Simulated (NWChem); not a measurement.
# SiH$_{2}$OBrF; SMILES F[SiH](Br)O

```xyz
6

Si    -0.0109     0.9486     0.3846
O     -1.3567     1.6709    -0.2504
F      1.3469     1.5595    -0.2796
Br     0.0135    -1.2384    -0.0439
H     -0.0050     1.2134     1.8443
H     -1.5821     1.4459    -1.1708
```
Atoms are numbered in this order, from 1.

Computed with NWChem. Pople sets run with spherical d functions. Structure relaxed at the PBE-D3(BJ)/def2-SVP level. Total energies compare along this basis series because the functional is fixed.

| level | basis functions | energy (Ha) | highest occupied level (eV) | orbital gap (eV) | dipole (D) |
|---|---|---|---|---|---|
| PBE0/STO-3G | 39 | -3005.4919 | -5.14 | 9.68 | 1.43 |
| PBE0/3-21G | 57 | -3024.5582 | -8.68 | 9.03 | 1.22 |
| PBE0/6-31G* | 82 | -3039.1417 | -8.82 | 9.18 | 1.13 |
| PBE0/6-311G** | 118 | -3039.4951 | (withheld) | 9.05 | 1.16 |

Problem. What belongs in the gaps?

Solution. 
- PBE0/6-311G**, highest occupied level (eV): -8.93
